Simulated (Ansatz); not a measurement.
Stepwise reaction of `[GaH2][Br]` with hydrogen fluoride, as a gas-phase model of exchange steps in deposition or etching. ΔE in kJ/mol; ΔG adds harmonic PBE0-D4 terms to CCSD(T)/CBS, at 1 bar.

Computed with Ansatz on PBE0-D4/def2-TZVP structures; ΔE is electronic, products minus reactants. CCSD(T)/CBS is the MP2 limit (def2-TZVPP, def2-QZVPP) plus CCSD(T) − MP2 in def2-TZVPP, frozen cores. This one scheme is used for every species. Functionals use def2-TZVPP. B3LYP here is the variant with VWN-RPA as its local correlation; programs differ in this. For Br, Ga outer-core shells are correlated without core-valence functions, which leaves a few kJ/mol of doubt a bond. Scalar relativity is left out up to krypton.

```csv
step,reaction,PBE-D4,B3LYP-D4,ωB97M-V,CCSD(T)/CBS,ΔG(400 K)
1,`[GaH2][Br]` + H–F → `[F][GaH][Br]` + H₂,-70.2,-73.0,-70.0,-66.6,-69.6
2,`[F][GaH][Br]` + H–F → `[F][Ga]([F])[Br]` + H₂,-43.0,-46.1,-44.1,-41.5,-39.8
```

(1) By hand: ΔE of the 2 steps together at CCSD(T)/CBS.

## Answers

(1) (-66.6) + (-41.5) = -108.1 kJ/mol, or -54.0 kJ/mol a step.

In ΔE each step is higher than the one before. All are downhill at CCSD(T)/CBS. ΔG lies between -69.6 and -39.8 kJ/mol a step. PBE-D4 differs from CCSD(T)/CBS by -3.6 to -1.5 kJ/mol a step. Isolated molecules leave out the surface, adducts and barriers. Largest T1 diagnostic: 0.012.
